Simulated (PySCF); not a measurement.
From one molecule to another.

First species: C₄H₁₀O₂Si₂.
SMILES: `C#CC[SiH2]O[SiH2]OC`

Second species: C4H12O2SSi2.
SMILES: `CS[Si@@H](O)O[C@H]1[SiH2][C@@H]1C`

Levels: PBE0/pcSseg-1 for dipole moment, HOMO energy, LUMO energy and HOMO–LUMO gap; GFN2-xTB for rotational constant A and rotational constant C. Geometries: GFN2-xTB. All species are isolated and taken at one optimised geometry, non-relativistic unless stated; the electronic structure was computed with PySCF and density fitting.

Dipoles, sizes and rotational constants follow the conformer. The torsions of the flexible species, by atom-mapped SMILES:
- `[CH:1]#[C:2][CH2:3][SiH2:4][O:5][SiH2:6][O:7][CH3:8]`: C2–C3–Si4–O5 60°, C3–Si4–O5–Si6 22°, Si4–O5–Si6–O7 50°, O5–Si6–O7–C8 177°
- `[CH3:1][S:2][Si@@H:3]([OH:4])[O:5][C@H:6]1[SiH2:7][C@@H:8]1[CH3:9]`: C1–S2–Si3–O4 48°, S2–Si3–O5–C6 52°, Si3–O5–C6–Si7 115°, H–O4–Si3–S2 91°

Question: Which has the higher HOMO energy?

Answer: The second: -6.54 eV against -7.34 eV, a difference of 0.80 eV.

Question: Which of the two has the higher rotational constant C, and by how much?

Answer: The first: 0.701 GHz against 0.430 GHz, a difference of 0.271 GHz.

Question: Which has the higher rotational constant A?

Answer: The first: 2.011 GHz against 1.837 GHz, a difference of 0.174 GHz.

Question: Which of the two has the higher dipole moment, and by how much?

Answer: The first: 1.55 D against 0.95 D, a difference of 0.60 D.

Question: Which of the two has the higher HOMO–LUMO gap, and by how much?

Answer: The first: 8.05 eV against 6.63 eV, a difference of 1.42 eV.

Question: Which has the higher LUMO energy?

Answer: The first: 0.71 eV against 0.09 eV, a difference of 0.62 eV.

On the first: A dipole of 1.55 D is allowed in C1, and pure rotational transitions are dipole-allowed. The dipole equals about 5.2 × 10⁻³⁰ C·m (1 D = 3.33564 × 10⁻³⁰ C·m).

On the second: The dipole matches unit charges of opposite sign 0.20 Å apart (1 e·Å = 4.8032 D). A dipole of 0.95 D is allowed in C1, and pure rotational transitions are dipole-allowed.
